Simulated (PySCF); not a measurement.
A PySCF script (with the pyscf-properties extension) for the NMR shieldings of SMILES [C@@H]1([SiH3])C[Si@@H](F)P([SiH3])[SiH2]1, C2H12FPSi4, on a GFN2-xTB geometry:

```python
import basis_set_exchange as bse
import numpy as np
from pyscf import gto, dft
from pyscf.prop import nmr

atoms = """
F     1.424971    2.553314   -0.401134
Si    0.376585    1.425413   -0.918098
C    -0.935759    1.226475    0.448793
C    -1.424234   -0.222338    0.552333
Si   -2.674308   -0.636331   -0.827074
Si    0.082083   -1.401886    0.536583
P     1.301396   -0.583849   -1.148502
Si    3.335256   -0.294466   -0.281095
H    -0.086676    1.971575   -2.185540
H    -0.480466    1.531663    1.397109
H    -1.775693    1.903076    0.280278
H    -1.942772   -0.349125    1.508430
H    -2.031511   -0.570268   -2.138370
H    -3.760234    0.349737   -0.769263
H    -3.223898   -1.970370   -0.580635
H    -0.279615   -2.785334    0.230377
H     0.770860   -1.371179    1.837275
H     3.334430    0.414675    1.000501
H     4.099620    0.457244   -1.273676
H     3.884820   -1.637347   -0.090721
"""
names = dict.fromkeys(["F", "Si", "C", "P", "H"], "pcSseg-1")
basis = {el: gto.basis.parse(bse.get_basis(n, elements=[el], fmt="nwchem")) for el, n in names.items()}
mol = gto.M(atom=atoms, basis=basis, charge=0, verbose=0)
mf = dft.RKS(mol, xc="PBE0")
mf.grids.level = 2
mf.grids.alignment = dft.numint.BLKSIZE   # the property module wants whole blocks of grid points
mf.conv_tol = 1e-9
mf.kernel()

calc = nmr.RKS(mf)   # GIAO
C = mf.mo_coeff
Co = C[:, mf.mo_occ > 0]
resp = mf.gen_response(singlet=True, hermi=2)
def vind(x):   # induced exchange potential for any number of trial vectors
    d = np.einsum("pi,xij,qj->xpq", C, 2 * x.reshape(-1, C.shape[1], Co.shape[1]), Co, optimize=True)
    return np.einsum("xpq,pi,qj->xij", resp(d - d.transpose(0, 2, 1)), C, Co, optimize=True).ravel()
mo1, _ = nmr.rhf.solve_mo1(calc, with_cphf=vind)
sigma = calc.kernel(mo1)
for i, s in enumerate(sigma):   # ppm
    w = np.linalg.eigvalsh((s + s.T) / 2)
    print("%2d %-2s iso %8.1f  s11 %8.1f  s22 %8.1f  s33 %8.1f" % (i, mol.atom_pure_symbol(i), w.mean(), *w))
```

Q: Give the expected output.

A: 
```
 0 F  iso    370.3  s11    344.0  s22    378.4  s33    388.6
 1 Si iso    295.8  s11    240.3  s22    316.8  s33    330.1
 2 C  iso    165.0  s11    146.4  s22    166.7  s33    182.0
 3 C  iso    185.1  s11    166.2  s22    185.6  s33    203.5
 4 Si iso    412.3  s11    363.8  s22    402.4  s33    470.7
 5 Si iso    371.9  s11    312.9  s22    374.7  s33    428.0
 6 P  iso    694.0  s11    617.1  s22    680.0  s33    784.9
 7 Si iso    431.4  s11    398.0  s22    434.4  s33    461.7
 8 H  iso     25.8  s11     21.9  s22     23.8  s33     31.6
 9 H  iso     30.3  s11     25.9  s22     27.4  s33     37.6
10 H  iso     30.0  s11     24.6  s22     28.6  s33     36.9
11 H  iso     30.7  s11     25.9  s22     26.8  s33     39.4
12 H  iso     28.1  s11     23.5  s22     28.6  s33     32.1
13 H  iso     27.9  s11     24.1  s22     25.6  s33     34.0
14 H  iso     27.8  s11     23.7  s22     25.5  s33     34.2
15 H  iso     27.1  s11     23.0  s22     24.8  s33     33.4
16 H  iso     27.0  s11     22.7  s22     25.3  s33     32.9
17 H  iso     27.4  s11     22.9  s22     26.3  s33     33.0
18 H  iso     27.3  s11     23.2  s22     24.6  s33     34.1
19 H  iso     27.6  s11     23.4  s22     25.1  s33     34.1
```

These numbers come from an equivalent density-fitted implementation of the same equations, which agrees with the script to about 0.01 ppm for H and up to a few tenths of a ppm for heavy atoms, so last digits may differ.

Size and cost of the density-fitted run: 231 basis functions, 95 s wall time on 1 thread of an Arm Neoverse N1, shared host; peak memory 1.1 GiB.
